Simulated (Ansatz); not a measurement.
Start from `C[NH][AlH2]` and change one atom or group to get `C[NH][AlH][Cl]`.

Ansatz, PBE0-D4/def2-TZVP geometries, multiplicity 1. Each molecule was computed in one conformer, which needn't be the lowest.

```tsv
property	`C[NH][AlH2]`
LUMO energy (PBE0/def2-TZVPP) / eV	-0.67
HOMO energy (B3LYP/def2-TZVPP) / eV	-6.67
size of the dipole moment (ωB97M-V/def2-TZVPP) / D	1.20
size of the dipole moment (PBE/def2-TZVPP) / D	1.37
HOMO–LUMO gap (PBE0/def2-TZVPP) / eV	6.21
HOMO–LUMO gap (B3LYP/def2-TZVPP) / eV	5.79
```

(1) Give the same properties after the change, and the shifts. (Best estimate.)

Results:

(1) The calculation gave: 
| property | `C[NH][AlH][Cl]` | shift |
| --- | --- | --- |
| LUMO energy (PBE0/def2-TZVPP) / eV | -0.48 | 0.19 |
| HOMO energy (B3LYP/def2-TZVPP) / eV | -6.87 | -0.20 |
| size of the dipole moment (ωB97M-V/def2-TZVPP) / D | 2.16 | 0.96 |
| size of the dipole moment (PBE/def2-TZVPP) / D | 2.22 | 0.85 |
| HOMO–LUMO gap (PBE0/def2-TZVPP) / eV | 6.61 | 0.40 |
| HOMO–LUMO gap (B3LYP/def2-TZVPP) / eV | 6.19 | 0.40 |

With PBE0 the HOMO falls by 0.21 eV and the LUMO rises by 0.19 eV, so the gap widens by about 0.40 eV. PBE moves the HOMO by -0.16 eV and ωB97M-V by -0.21 eV. Dipoles are sizes alone; their direction can turn.

B3LYP here is the variant with VWN-RPA as its local correlation; programs differ in this.
